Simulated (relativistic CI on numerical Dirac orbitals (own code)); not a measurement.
# Sn39+: computed level list

Calculated at this level of theory: Dirac-Coulomb-Breit CI, orbitals from a KLI potential per configuration, a model potential for QED, unscaled Slater integrals (own radial code, finite nucleus).

CI space (outside the closed core [Ne]): 3s, 3p, 3d, 4s, 4p, 4d, 4f, 5s, 5p, 5d, 5f, 5g, 6s, 6p, 6d, 7s, 7p. Levels of other configurations are missing.

The lowest level is 3s ²S1/2, with 100 % of that term; Hund's rules for 3s give ²S with J = 1/2, in agreement.

| No. | Configuration | Term | J | E (eV) | % | Next component (%) | Landé g |
| --- | --- | --- | --- | --- | --- | --- | --- |
| 1 | 3s | ²S | 1/2 | 0.00 | 100 |  | 1.995 |
| 2 | 3p | ²P° | 1/2 | 89.86 | 100 |  | 0.658 |
| 3 | 3p | ²P° | 3/2 | 150.12 | 100 |  | 1.328 |
| 4 | 3d | ²D | 3/2 | 265.24 | 100 |  | 0.794 |
| 5 | 3d | ²D | 5/2 | 278.44 | 100 |  | 1.195 |
| 6 | 4s | ²S | 1/2 | 1261.03 | 100 |  | 1.998 |
| 7 | 4p | ²P° | 1/2 | 1298.11 | 100 |  | 0.662 |
| 8 | 4p | ²P° | 3/2 | 1322.56 | 100 |  | 1.331 |
| 9 | 4d | ²D | 3/2 | 1366.03 | 100 |  | 0.796 |
| 10 | 4d | ²D | 5/2 | 1371.78 | 100 |  | 1.198 |
| 11 | 4f | ²F° | 5/2 | 1394.61 | 100 |  | 0.854 |
| 12 | 4f | ²F° | 7/2 | 1397.03 | 100 |  | 1.140 |
| 13 | 5s | ²S | 1/2 | 1820.14 | 100 |  | 2.000 |
| 14 | 5p | ²P° | 1/2 | 1838.78 | 100 |  | 0.663 |
| 15 | 5p | ²P° | 3/2 | 1851.05 | 100 |  | 1.332 |
| 16 | 5d | ²D | 3/2 | 1872.29 | 100 |  | 0.798 |
| 17 | 5d | ²D | 5/2 | 1875.26 | 100 |  | 1.199 |
| 18 | 5f | ²F° | 5/2 | 1886.55 | 100 |  | 0.855 |
| 19 | 5f | ²F° | 7/2 | 1887.80 | 100 |  | 1.141 |
| 20 | 5g | ²G | 7/2 | 1889.27 | 100 |  | 0.887 |
| 21 | 5g | ²G | 9/2 | 1890.01 | 100 |  | 1.110 |
| 22 | 6s | ²S | 1/2 | 2116.30 | 100 |  | 2.001 |
| 23 | 6p | ²P° | 1/2 | 2126.94 | 100 |  | 0.664 |
| 24 | 6p | ²P° | 3/2 | 2133.95 | 100 |  | 1.333 |
| 25 | 6d | ²D | 3/2 | 2145.93 | 100 |  | 0.798 |
| 26 | 6d | ²D | 5/2 | 2147.66 | 100 |  | 1.199 |
| 27 | 7s | ²S | 1/2 | 2291.88 | 100 |  | 2.001 |
| 28 | 7p | ²P° | 1/2 | 2298.51 | 100 |  | 0.665 |
| 29 | 7p | ²P° | 3/2 | 2302.89 | 100 |  | 1.333 |

Energies count from the lowest computed level; ° marks odd parity.

The mean weight of the leading LS term, summed over parents, in these 29 levels is 100 %, and that of the leading jj configuration (from the same eigenvectors) 100 %.

At this charge energies of transitions that change n are usually good to better than 1 %, and those within a shell (Δn = 0) to a few per cent.
